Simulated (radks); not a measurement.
Results of a calculation; reference values are marked as such.
Ionisation of the holmium ion Ho3+, [Xe] 4f10, to [Xe] 4f9 as the strength of local exchange is varied. Code: a radial shooting solver on a logarithmic mesh with Libxc functionals. Model: Dirac Kohn-Sham, Slater X-alpha exchange (alpha = 2/3 is LDA exchange), no correlation, spin-unpolarised, spherical densities, finite nucleus; open shells fill j = l - 1/2 first; Fermi nuclear charge, rms radius 5.2022 fm.

| alpha | E(Ho3+) (hartree) | exchange (hartree) | IE (eV) | -e of the level emptied (eV) | <r> of it (bohr) |
|---|---|---|---|---|---|
| 0.667 | -12611.0943 | -256.0074 | 42.992 | 33.017 (4f7/2) | 0.7947 |
| 0.736 | -12637.6069 | -283.1123 | 45.325 | 35.150 (4f7/2) | 0.7838 |
| 0.766 | -12649.1523 | -294.9330 | 46.358 | 36.099 (4f7/2) | 0.7792 |
| 0.772 | -12651.4627 | -297.2997 | 46.566 | 36.290 (4f7/2) | 0.7783 |
| 0.915 | -12706.6572 | -353.9640 | 51.658 | 40.993 (4f7/2) | 0.7581 |
| 0.982 | -12732.6032 | -380.6823 | 54.131 | 43.290 (4f7/2) | 0.7493 |
| 1.003 | -12740.7467 | -389.0788 | 54.917 | 44.022 (4f7/2) | 0.7466 |

NIST Atomic Spectra Database: 42.5 eV (semi-empirical). The central value is not met in this range of alpha. Spin polarisation and multiplet splitting are left out, so open shells lie too high by an amount that depends on their filling.

Beside tabulated values, note that spin-unpolarised runs miss the spin-polarisation part of the exchange energy of open shells. No tabulated value is given for the 4+ ions of Nd, Pm and Eu to Yb, where it belongs to another shell than the one emptied here.
